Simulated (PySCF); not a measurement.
Species: CH$_{4}$FSi (charge 0, doublet). It need not be the lowest isomer of its formula. SMILES: F[SiH]C
Coordinates optimised at B3LYP-D3(BJ)/def2-TZVP (Ansatz):
```
C
H 1 1.0905
H 1 1.0920 2 108.41
H 1 1.0939 2 108.45 3 117.59
Si 1 1.8716 2 111.59 3 -121.26
F 5 1.6164 1 108.46 2 -63.91
H 5 1.4917 6 106.54 1 120.11
```
Charge 0, spin multiplicity 2.

Dispersion corrections to the total energy (kcal/mol) from the dftd3 and dftd4 libraries through PySCF: D3(BJ) without and D4 with the three-body term, each with the damping fitted for the functional named.

| functional | D3(BJ) | D4 |
|---|---|---|
| LC-wPBE | -2.32 | -2.60 |
| HF | -22.92 | -8.98 |
| CAM-B3LYP | -1.91 | -1.93 |
| r2SCAN | ? | -0.53 |
| B3LYP | -4.45 | ? |
| TPSSh | -2.85 | ? |
| B2GP-PLYP | -1.78 | -0.95 |

Question: Complete the blanks.

Answer: 
- r2SCAN, D3(BJ): -0.64
- B3LYP, D4: -3.79
- TPSSh, D4: -2.84
